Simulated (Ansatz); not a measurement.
## Energy profile

The step: BHCl₂ ([Cl][BH][Cl]) + HBr → BBrCl₂ ([Cl][B]([Cl])[Br]) + H₂; bonds formed: B1–Br6, H2–H5; bonds broken: B1–H2, H5–Br6 (atoms numbered as in the saddle structure below).

```
6
angstrom
B -0.1614 -0.1992 -0.3032
H 0.2951 0.9685 -0.5885
Cl 0.8306 -1.4351 -1.0572
Cl -1.9134 -0.2032 -0.4060
H 0.4946 0.8629 0.4518
Br 0.4544 0.0061 1.9032
```

Electronic energies by CCSD(T) at an estimated basis limit (MP2 extrapolated from triple and quadruple zeta, plus CCSD(T) − MP2 in triple zeta), on PBE0-D4/def2-TZVP structures; BH$_{2}$BrCl$_{2}$, singlet; no counterpoise correction. Computed with Ansatz 0.2.0 (basis: def2-TZVPP and def2-QZVPP); correlated methods freeze the cores. Filled d shells of the heavier atoms are correlated. The def2 sets are not built for correlating such inner shells, so the correlated values are less sure here. Extrapolation: Hartree–Fock as exp(−7.88 √X), correlation as X^−2.97.

Task: Give the profile in kcal/mol, counted from the separated reactants. (Judge from chemistry; the value comes from the calculation.)

Result: Computed:
```tsv
point	kcal/mol
separated: BHCl$_{2}$ (linked as [Cl][BH][Cl]; B1, H2, Cl3, Cl4; singlet) + HBr (H5, Br6; singlet)	0.00
start structure	-1.74
saddle	23.73
end structure	-11.48
separated: BBrCl$_{2}$ (linked as [Cl][B]([Cl])[Br]; B1, Cl3, Cl4, Br6; singlet) + H$_{2}$ (H2, H5; singlet)	-10.75
```

T1 diagnostic: at most 0.012. The start structure is not quite a true minimum (one mode of 51i cm⁻¹).

For scale, one of the runs: CCSD(T)/def2-TZVPP, 191 basis functions, launched by `ansatz run in.yaml --threads 4 --pin off --events-out ev --progress --plain --max-ram 9574MiB`. The run took 20 s on 4 CPU threads of an Arm Neoverse V1 (shared host), with 1.4 GiB of host memory at its peak.
